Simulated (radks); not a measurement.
Values are calculated unless marked as measured or tabulated.
Question: Species: Kr XXX. Configuration: [He] 2s2 2p3. Code: a radial shooting solver on a logarithmic mesh with Libxc functionals. Model: Dirac Kohn-Sham, BLYP, spin-unpolarised, spherical densities, finite nucleus; open shells fill j = l - 1/2 first; Fermi nuclear charge, rms radius 4.1884 fm.

Spin-orbit splittings of the eigenvalues, e(l+1/2) - e(l-1/2), with zeta = 2 splitting/(2l+1) and mean radii in bohr:

| shell | occ. | splitting (eV) | zeta (eV) | <r> j=l-1/2 | <r> j=l+1/2 |
|---|---|---|---|---|---|
| 2p | 3 | ? | ? | 0.1481 | 0.1516 |
| 3p | 0 | 15.76 | 10.51 | 0.3976 | 0.4028 |

Estimate the 2p splitting.

Answer: 61.28 eV (zeta = 40.85 eV).
